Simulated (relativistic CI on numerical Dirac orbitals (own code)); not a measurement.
## Hyperfine structure of Ir67+, mass number 191

Calculated at this level of theory: Dirac-Coulomb-Breit CI, orbitals from a KLI potential per configuration, model QED, unscaled Slater integrals (own radial code, finite nucleus).

Configuration list (outside the closed core 1s2): 2s2 2p6, 2s2 2p5 3s, 2s2 2p5 3p, 2s2 2p5 3d, 2s 2p6 3s, 2s 2p6 3p, 2s 2p6 3d, 2s2 2p5 4s, 2s2 2p5 4p, 2s2 2p5 4d, 2s2 2p5 4f, 2s2 2p4 3s2, 2s2 2p4 3s 3p, 2s 2p6 4s, 2s2 2p4 3s 3d, 2s 2p6 4p. Levels of other configurations are missing.

Nuclear spin I = 3/2, μ = 0.1502 μN, Q = 0.816 b (tables of Stone and Pyykkö). The electronic factors are computed for point nuclear moments, without core polarisation or the Bohr-Weisskopf and QED corrections.

```
           Level  E (10³ cm⁻¹)  A (GHz)  B (GHz)
2s2 2p5 3s 3P°_2       72644.0    260.8    -1500
2s2 2p5 3s 1P°_1       72717.1    -75.5     -742
 2s2 2p5 3p 3D_2       73938.9    132.6    -1510
 2s2 2p5 3p 3D_3       77618.9    59.58    -1070
 2s2 2p5 3p 1P_1       77623.4    60.12      416
 2s2 2p5 3p 3P_2       77731.0    59.52     -2.1
2s2 2p5 3d 3P°_1       79053.4    50.87      548
2s2 2p5 3d 3F°_3       79056.8    53.58    -1430
```

Levels with J = 0, under 50 % of one LS term, or S terms without an open s electron are left out. Small factors come from cancelling terms and can be off by tens of per cent or more.

At this charge energies of transitions that change n are usually good to better than 1 %, and those within a shell (Δn = 0) to a few per cent.

**Question.** Give the hyperfine levels of 2s2 2p5 3s 3P°_2 relative to its centre of gravity.

**Answer.** With K = F(F + 1) − I(I + 1) − J(J + 1), E = AK/2 + B[¾K(K + 1) − I(I + 1)J(J + 1)]/[2I(2I − 1)J(2J − 1)]: F = 1/2: -2490, F = 3/2: -782.4, F = 5/2: 810, F = 7/2: 406.2 GHz.

LS names give the leading component of a level, which can be under half, so a name can repeat, a term be missing and a line seem to break the LS rules.
